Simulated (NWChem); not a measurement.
**A calculation on H4N (+1)**

```xyz
5

N      0.0000     0.0000     0.0000
H      0.8428     0.0000     0.5960
H     -0.8428     0.0000     0.5960
H      0.0000     0.8428    -0.5960
H      0.0000    -0.8428    -0.5960
```
Charge +1, spin multiplicity 1.

The numbers come from NWChem runs, not from measurements. All single points use one geometry, from B3LYP/def2-SVP, a minimum by its harmonic frequencies.

Symmetry labels belong to the abelian group C2v used in the runs, with the axes of the coordinates shown; states degenerate in a higher group split over its labels.

B3LYP has NWChem's definition, with VWN1-RPA local correlation. The structure started from a generated list of species.

Task: List the lowest 3 singlet excitations that TD-B3LYP/aug-cc-pVDZ, VWN1-RPA local correlation gives, with oscillator strengths.

Result: 
```tsv
state	symmetry	energy (eV)	wavelength (nm)	f
1	b2	14.56	85	0.131
2	b1	14.56	85	0.131
3	a1	14.56	85	0.131
```
